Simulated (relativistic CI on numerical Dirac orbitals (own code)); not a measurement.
**Calculated levels, Lu⁶³⁺**

Method of calculation: Dirac-Coulomb-Breit CI, separate exchange-only KLI orbitals for each configuration, a model potential for QED, unscaled Slater integrals (own radial code, finite nucleus).

Configuration list (outside the closed core 1s2): 2s2 2p4, 2s 2p5, 2p6, 2p5 3s, 2p5 3p, 2s2 2p3 3s, 2p5 3d, 2s2 2p3 3p, 2s2 2p3 3d, 2s 2p4 3s, 2s 2p4 3p, 2s 2p4 3d, 2s2 2p3 4s, 2s2 2p3 4p, 2s2 2p3 4d, 2s2 2p3 4f. Levels of other configurations are missing.

The lowest level is 2s2 2p4 3P_2, with 68 % of that term; Hund's rules for 2s2 2p4 give 3P with J = 2, in agreement.

| No. | Configuration | Term | J | E (eV) | % | Next component (%) | Lifetime (s) |
| --- | --- | --- | --- | --- | --- | --- | --- |
| 1 | 2s2 2p4 | 3P | 2 | 0.00 | 68 | 32 1D |  |
| 2 | 2s2 2p4 | 1S | 0 | 57.38 | 65 | 35 3P | 1.32e-02 |
| 3 | 2s2 2p4 | 3P | 1 | 1156.64 | 100 |  | 6.19e-11 |
| 4 | 2s2 2p4 | 1D | 2 | 1175.51 | 68 | 32 3P | 1.38e-10 |
| 5 | 2s 2p5 | 3P° | 2 | 1540.04 | 100 |  | 1.43e-13 |
| 6 | 2s 2p5 | 1P° | 1 | 1620.02 | 62 | 38 3P° | 5.73e-14 |
| 7 | 2s2 2p4 | 3P | 0 | 2355.32 | 65 | 35 1S | 1.85e-11 |
| 8 | 2s 2p5 | 3P° | 0 | 2708.04 | 100 |  | 7.22e-14 |
| 9 | 2s 2p5 | 3P° | 1 | 2745.71 | 62 | 38 1P° | 6.55e-14 |
| 10 | 2p6 | 1S | 0 | 3198.68 | 99 |  | 3.51e-14 |
| 11 | 2s2 2p3 3s | 3P° | 2 | 7938.79 | 49 | 24 5S° | 1.06e-14 |
| 12 | 2s2 2p3 3s | 1P° | 1 | 7947.58 | 32 | 28 3D° | 4.53e-15 |
| 13 | 2s2 2p3 3p | 3P | 1 | 8053.04 | 32 | 20 5P | 8.53e-13 |
| 14 | 2s2 2p3 3p | 3D | 2 | 8054.61 | 25 | 21 3P | 5.33e-13 |
| 15 | 2s2 2p3 3p | 3D | 3 | 8383.69 | 50 | 24 5P | 5.30e-13 |
| 16 | 2s2 2p3 3p | 3P | 1 | 8384.13 | 35 | 28 1P | 5.16e-13 |
| 17 | 2s2 2p3 3p | 3P | 2 | 8411.97 | 45 | 21 1D | 5.60e-13 |
| 18 | 2s2 2p3 3p | 3P | 0 | 8437.02 | 70 | 30 1S | 2.41e-13 |
| 19 | 2s2 2p3 3d | 3D° | 2 | 8498.47 | 33 | 29 3F° | 9.10e-15 |
| 20 | 2s2 2p3 3d | 3F° | 3 | 8506.41 | 27 | 21 1F° | 4.91e-14 |
| 21 | 2s2 2p3 3d | 3D° | 1 | 8509.78 | 35 | 28 3P° | 2.94e-15 |
| 22 | 2s2 2p3 3d | 3P° | 0 | 8513.08 | 64 | 25 5D° | 1.17e-12 |
| 23 | 2s2 2p3 3d | 3F° | 4 | 8583.82 | 51 | 25 5D° | 7.76e-12 |
| 24 | 2s2 2p3 3d | 3D° | 2 | 8595.23 | 34 | 29 3P° | 1.14e-15 |
| 25 | 2s2 2p3 3d | 3D° | 3 | 8610.89 | 48 | 22 1F° | 5.13e-16 |
| 26 | 2s2 2p3 3d | 3D° | 1 | 8622.63 | 33 | 29 1P° | 7.63e-16 |
| 27 | 2s2 2p3 3s | 5S° | 2 | 9078.56 | 54 | 34 3D° | 1.83e-14 |
| 28 | 2s2 2p3 3s | 3S° | 1 | 9090.33 | 55 | 44 3D° | 4.20e-15 |
| 29 | 2s2 2p3 3s | 3D° | 3 | 9103.23 | 100 |  | 1.46e-14 |
| 30 | 2s2 2p3 3s | 1D° | 2 | 9111.59 | 67 | 32 3D° | 4.65e-15 |
| 31 | 2s2 2p3 3s | 3P° | 0 | 9152.67 | 100 |  | 1.02e-14 |
| 32 | 2s2 2p3 3s | 3P° | 1 | 9156.11 | 67 | 33 1P° | 7.35e-15 |
| 33 | 2s2 2p3 3p | 5P | 1 | 9190.20 | 46 | 22 3D | 1.60e-12 |
| 34 | 2s2 2p3 3p | 3F | 2 | 9198.36 | 34 | 27 3P | 9.16e-13 |
| 35 | 2s2 2p3 3p | 3F | 3 | 9215.37 | 44 | 33 1F | 6.62e-13 |
| 36 | 2s2 2p3 3p | 3P | 2 | 9253.15 | 51 | 21 1D | 3.78e-13 |
| 37 | 2s2 2p3 3p | 3D | 1 | 9263.01 | 74 | 23 1P | 7.55e-13 |
| 38 | 2s2 2p3 3p | 3P | 0 | 9308.93 | 65 | 35 1S | 4.03e-13 |
| 39 | 2s 2p4 3s | 5P | 3 | 9403.93 | 69 | 29 3D | 3.10e-14 |
| 40 | 2s 2p4 3s | 3P | 2 | 9433.78 | 58 | 18 3D | 5.32e-15 |
| 41 | 2s 2p4 3s | 3S | 1 | 9508.03 | 61 | 22 5P | 1.00e-14 |
| 42 | 2s 2p4 3s | 3D | 1 | 9512.67 | 28 | 27 3P | 5.53e-15 |
| 43 | 2s 2p4 3s | 3P | 2 | 9516.29 | 33 | 18 2s2 2p3 3p 3P | 3.79e-14 |
| 44 | 2s2 2p3 3p | 3P | 0 | 9524.95 | 100 |  | 4.25e-13 |
| 45 | 2s2 2p3 3p | 5P | 3 | 9525.59 | 54 | 22 3F | 4.10e-13 |

Energies count from the lowest computed level; ° marks odd parity; lifetimes are radiative, by E1, M1, E2, M2 decay to levels of this space only.

The mean weight of the leading LS term, summed over parents, in these 45 levels is 58 %, and that of the leading jj configuration (from the same eigenvectors) 98 %, so jj coupling describes them better and the LS labels are nominal.

At this charge energies of transitions that change n are usually good to better than 1 %, and those within a shell (Δn = 0) to a few per cent.

LS names give the leading component of a level, which can be under half, so a name can repeat, a term be missing and a line seem to break the LS rules.
